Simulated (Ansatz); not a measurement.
Ligand exchange: C3H10OSi + CH2F2 → C2H8OSi + C2H4F2

Species: C3H10OSi `CCO[SiH2]C`, singlet; CH2F2 (difluoromethane) `FCF`, singlet; C2H8OSi `CCO[SiH3]`, singlet; C2H4F2 (1,1-difluoroethane) `CC(F)F`, singlet. The partners trade CH3 for H: Si–CH3 and C–H bonds give way to Si–H and C–CH3.

Shapes, held fixed at every level: PBE0-D4/def2-TZVP. Flexible molecules stand in one conformer, not always the lowest. Programs: Ansatz 0.2.0. Electronic energies: no zero-point or thermal term.

```json
{"level": "B3LYP-D4/def2-TZVPP", "kind": "global hybrid", "ΔE (kJ/mol)": "+18.9", "less CCSD(T)/CBS estimate": "+0.6"}
{"level": "wB97M-V/def2-TZVPP", "kind": "range-separated hybrid", "ΔE (kJ/mol)": "+17.6", "less CCSD(T)/CBS estimate": "-0.7"}
{"level": "wB97X-V/def2-TZVPP", "kind": "range-separated hybrid", "ΔE (kJ/mol)": "+15.3", "less CCSD(T)/CBS estimate": "-3.0"}
{"level": "B2PLYP/def2-TZVPP", "kind": "double hybrid", "ΔE (kJ/mol)": "+16.6", "less CCSD(T)/CBS estimate": "-1.7"}
{"level": "MP2/def2-TZVPP", "kind": "perturbation theory", "ΔE (kJ/mol)": "+20.2", "less CCSD(T)/CBS estimate": "+1.9"}
{"level": "CCSD(T)/def2-TZVPP", "kind": "coupled cluster or CI", "ΔE (kJ/mol)": "+17.7", "less CCSD(T)/CBS estimate": "-0.6"}
{"level": "CCSD(T)/CBS estimate", "kind": "coupled cluster or CI", "ΔE (kJ/mol)": "+18.3", "less CCSD(T)/CBS estimate": "0.0"}
```

The highest level, CCSD(T)/CBS estimate, gives ΔE = +18.3 kJ/mol; the levels span +15.3 to +20.2. The column of differences is taken from that level and isn't an error. No measured value is set beside it here. The CBS estimate extrapolates MP2 from def2-TZVPP and def2-QZVPP and adds CCSD(T) − MP2 in the triple-zeta set, cores frozen.
